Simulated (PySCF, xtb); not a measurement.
C₂H₅FOSi₂, SMILES FC1=CO[SiH2][SiH2]1.

Harmonic wavenumbers (cm⁻¹) from xtb 6.7.1 with GFN2-xTB at its own minimum, in rising order: 104, 289, 302, 308, 311, 346, 441, 460, 538, 564, 594, 600, 614, 703, 731, 776, 807, 840, 1144, 1176, 1256, 1636, 2223, 2235, 2251, 2266, 3043.

**Question.** What does PBE-D3(BJ)/def2-SVP (PySCF) give at its own minimum? (The exact figures need the calculation; the answer reports its results.)

**Answer.** 80, 302, 302, 310, 316, 355, 429, 568, 587, 604, 649, 658, 669, 707, 794, 861, 902, 918, 1177, 1202, 1246, 1607, 2159, 2163, 2175, 2184, 3104. Paired by order, the mean absolute difference is 45 cm⁻¹ and the zero-point energies are 38.0 and 38.6 kcal/mol.
